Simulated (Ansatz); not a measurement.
Saddle point of BH4SO2F, singlet (BH₂O₂F ([OH][B]([OH])[F]) + H₂S → BH₃SO₂ ([OH][B]([OH])[SH]) + HF; bonds formed: B1–S6, F2–H5; bonds broken: B1–F2, H5–S6), PBE0-D4/def2-TZVP structure:

```csv
atom,x (Å),y (Å),z (Å)
B1,-0.2073,-0.0688,0.2739
F2,0.0662,1.4957,-0.2270
O3,-1.5628,-0.2451,0.3947
O4,0.6241,-0.3847,1.3128
H5,0.5237,0.9034,-1.1250
S6,0.6384,-0.6569,-1.5072
H7,-2.0925,0.1817,-0.2796
H8,0.1412,-0.4520,2.1406
H9,1.8691,-0.7733,-0.9832
```

Energies are electronic, without zero-point energy. Barriers and step energies count from the start structure reached by relaxing down the imaginary mode; all methods use the PBE0-D4 structures, on which another method's saddle can fall below an end. Program: Ansatz 0.2.0. Basis: def2-TZVPP, with def2-QZVPP for the basis limit. Cores are frozen in the correlated methods. B3LYP uses VWN-RPA correlation. Extrapolation: Hartree–Fock as exp(−7.88 √X), correlation as X^−2.97.

```csv
method,barrier (kJ/mol),step energy (kJ/mol)
SPW92,107.5,40.3
PBE-D4,140.7,49.5
BLYP-D4,166.1,61.7
r2SCAN-D4,158.3,63.2
B97M-V,183.7,71.5
PBE0-D4,161.4,57.5
B3LYP-D4,?,67.6
r2SCAN0-D4,172.4,66.8
BHLYP-D4,?,77.2
CAM-B3LYP-D4,183.9,71.4
wB97X-V,177.0,66.9
wB97M-V,174.9,68.0
B2PLYP,184.6,69.1
PBE-QIDH,?,62.7
RPA on PBE,184.0,73.5
HF,267.9,102.7
MP2,174.2,62.6
CCSD,201.3,75.9
CCSD(T),185.9,69.6
```

Fill in the withheld barriers. (Judge from chemistry; the value comes from the calculation.)

Computed: PBE-QIDH 174.2; BHLYP-D4 205.4; B3LYP-D4 180.9 kJ/mol. Each is the energy of the saddle less that of the start structure, by the same method.

For comparison, the barrier by CCSD(T) at an estimated basis limit (MP2 extrapolated from triple and quadruple zeta, plus CCSD(T) − MP2 in triple zeta) is 183.7 kJ/mol.

T1 diagnostic: at most 0.013.

Labels in which every atom is bracketed show which atoms are joined, not bond orders.

For scale, one of the runs: CCSD(T)/def2-TZVPP, 222 basis functions, launched by `ansatz run in.yaml --threads 4 --pin off --events-out ev --progress --plain --max-ram 9574MiB`. Hardware: 4 CPU threads of an Intel Xeon Platinum 8259CL, shared host. Wall time 66 s; peak host memory 3.7 GiB.
